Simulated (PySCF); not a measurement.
Computed with TPSSh-D3(BJ)/def2-TZVP // PBE-D3(BJ)/def2-SVP run with PySCF. Isolated molecules, 0 K electronic values unless said otherwise. 

Reference species: [Ta(F)5] (neutral, multiplicity 1).

```
Quantity                                 Result
-------------------------------------  --------
HOMO–LUMO gap                           7.94 eV
LUMO                                   -3.18 eV
charge on the central atom (Mulliken)    1.76 e
```

Changed species: [Ta(Cl)2(F)3] (3 of 5 Cl replaced by F; the reference has 5 of 5 Cl replaced by F).

### Question
Predict the effect on the HOMO–LUMO gap, LUMO and charge on the central atom (Mulliken).

### Answer
the HOMO–LUMO gap falls by 2.06 eV, to 5.88 eV; the LUMO drops by 0.42 eV, to -3.60 eV; the charge on the central atom (Mulliken) falls by 0.22 e, to 1.54 e.
